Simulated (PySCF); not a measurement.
Simulated absorption spectrum

2,3,3-trimethyl-1-pentene, C₈H₁₆.
Numbering: `[CH2:1]=[C:2]([CH3:3])[C:4]([CH3:5])([CH3:6])[CH2:7][CH3:8]` (hydrogens: H9, H10 on C1; H11, H12, H13 on C3; H14, H15, H16 on C5; H17, H18, H19 on C6; H20, H21 on C7; H22, H23, H24 on C8)

Structure used (PBE0-D3(BJ)/def2-SVP), in Å, numbered top down from 1:
```
atom  x, y, z in Å
C1    -1.6306    0.3155    1.5406
C2    -1.1052    0.2138    0.3130
C3    -1.7666    0.9134   -0.8422
C4     0.1574   -0.5926    0.0101
C5    -0.1964   -1.7429   -0.9457
C6     0.7666   -1.2053    1.2714
C7     1.2055    0.3069   -0.6851
C8     1.6206    1.5475    0.0884
H9    -2.5433    0.8940    1.7100
H10   -1.1872   -0.1632    2.4150
H11   -2.0392    0.2119   -1.6466
H12   -1.1023    1.6679   -1.2942
H13   -2.6827    1.4259   -0.5181
H14   -0.5825   -1.3769   -1.9086
H15   -0.9567   -2.4034   -0.5011
H16    0.6989   -2.3482   -1.1596
H17    1.0350   -0.4440    2.0182
H18    1.6812   -1.7610    1.0126
H19    0.0711   -1.9128    1.7477
H20    2.0926   -0.3162   -0.8946
H21    0.8177    0.6049   -1.6739
H22    2.0947    1.2937    1.0486
H23    2.3450    2.1444   -0.4863
H24    0.7561    2.1917    0.3129
```

Method used: TDDFT CAM-B3LYP/def2-SVPD, vertical, gas phase, core orbitals frozen in the response in PySCF 2.14.0, density-fitted response routines.

Each state is given a Gaussian of 0.25 eV full width at half maximum, with ε(max) = 2.175×10⁸ f / Δν̃ (Δν̃ the width in cm⁻¹). The width is an assumption, not a result. The curve ends short of the highest state used, and states not computed would add to its high-energy end.

| λ (nm) | ε (L mol⁻¹ cm⁻¹) |
| --- | --- |
| 151.7 | 3964 |
| 152.5 | 3881 |
| 153.4 | 3262 |
| 154.2 | 2536 |
| 155.1 | 1911 |
| 155.9 | 1690 |
| 156.8 | 1744 |
| 157.6 | 1862 |
| 158.4 | 1866 |
| 159.3 | 1644 |
| 160.1 | 1291 |
| 161.0 | 848 |
| 161.8 | 512 |
| 162.7 | 253 |
| 163.5 | 123 |
| 164.4 | 67 |
| 165.2 | 97 |
| 166.1 | 292 |
| 166.9 | 782 |
| 167.8 | 2074 |
| 168.6 | 4364 |
| 169.4 | 8189 |
| 170.3 | 14560 |
| 171.1 | 21657 |
| 172.0 | 29885 |
| 172.8 | 35746 |
| 173.7 | 38930 |
| 174.5 | 38034 |
| 175.4 | 33324 |
| 176.2 | 27116 |
| 177.1 | 19617 |
| 177.9 | 13673 |
| 178.8 | 8488 |
| 179.6 | 5277 |
| 180.4 | 3156 |
| 181.3 | 1705 |
| 182.1 | 958 |
| 183.0 | 483 |
| 183.8 | 254 |
| 184.7 | 117 |
| 185.5 | 56 |
| 186.4 | 23 |
| 187.2 | 10 |
| 188.1 | 3 |

**Question.** Locate the maxima and give the states behind the curve.

**Answer.** 174 nm (7.13 eV), ε about 39000, made up of S2 (99%); 158 nm (7.85 eV), ε about 1900, made up of S4 (86%); 152 nm (8.16 eV), ε about 4000, made up of S6 (95%) (ε in L mol⁻¹ cm⁻¹; maxima over ε = 5, shares over 10%). The states used: S1 6.97 eV (f 0.017); S2 7.13 eV (f 0.357); S3 7.82 eV (f 0.0010); S4 7.83 eV (f 0.015); S5 7.93 eV (f 0.0013); S6 8.15 eV (f 0.035); S7 8.35 eV (f 0.0087); S8 8.55 eV (f 0.0019); S9 8.62 eV (f 0.028); S10 8.77 eV (f 0.012).

**Question.** What would ε be at 7.13 eV, the highest of these maxima, with half the width (0.125 eV)?

**Answer.** About 76900 L mol⁻¹ cm⁻¹ against 39000, a factor of about 1.97; a lone state at its own centre would give exactly 2.

**Question.** Does any computed singlet lie in the visible range?

**Answer.** No computed singlet lies in the visible range (380 to 750 nm); the lowest, at 178 nm, stands 3.71 eV above its violet end (3.26 eV).

**Question.** Coming from long wavelengths, where does ε first pass 100 L mol⁻¹ cm⁻¹?

**Answer.** At about 185 nm (6.71 eV), 0.26 eV below S1.

The vertical ionisation energy (ΔSCF) is 9.06 eV, 0.29 eV above S10.

Time: 6.3 min wall. Hardware: one thread of an x86-64 server, on a shared host.

One conformer stands for the species.
